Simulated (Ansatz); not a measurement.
Harmonic frequencies (cm⁻¹) at PBE0-D4/def2-TZVP from Ansatz: 69, 88, 153, 186, 211, 270, 288, 369, 512, 652, 742, 753, 862, 878, 1064, 2433, 2666, 2699.

Each molecule was computed in one conformer, which needn't be the lowest.

Which molecule is it?
A. `SP([SeH])BCl`
B. `BC=C=O`
C. `[SiH3][SiH2]I`
D. `OC(O)Cl`

A.
